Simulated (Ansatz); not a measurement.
BBrGeH4O: structure from calculated spectroscopic constants

These gas-phase data were calculated for one isomer of BBrGeH4O at B3LYP-D3(BJ)/def2-SVP (harmonic, unscaled wavenumbers; equilibrium rotational constants with average atomic masses):

| Property | Result |
| --- | --- |
| rotational constants | 7.765, 0.9999, 0.8962 GHz |
| all wavenumbers above 1500 cm⁻¹ | 2650, 2182, 2180, 2167 |

Candidates:

(1) `B[O][GeH2][Br]`, a singlet
(2) `[GeH3][O]BBr`, a singlet

Which candidate do the data belong to?

Candidate (2). 1 mode lies between 2350 and 2900 cm⁻¹, one for each B–H bond, while (1) has 2.

The same quantities for all candidates:

|  | rotational constants (GHz) | wavenumbers above 1500 cm⁻¹ | E above the lowest, B3LYP-D3(BJ)/def2-SVP (kcal/mol) |
| --- | --- | --- | --- |
| (1) | 4.76, 1.613, 1.225 | 2630, 2538, 2186, 2171 | 4.7 |
| (2) | 7.765, 0.9999, 0.8962 | 2650, 2182, 2180, 2167 | 0.0 |

Harmonic stretches to hydrogen usually lie a few per cent above observed fundamentals. Each candidate is one conformer. Programs: Ansatz 0.2.0.
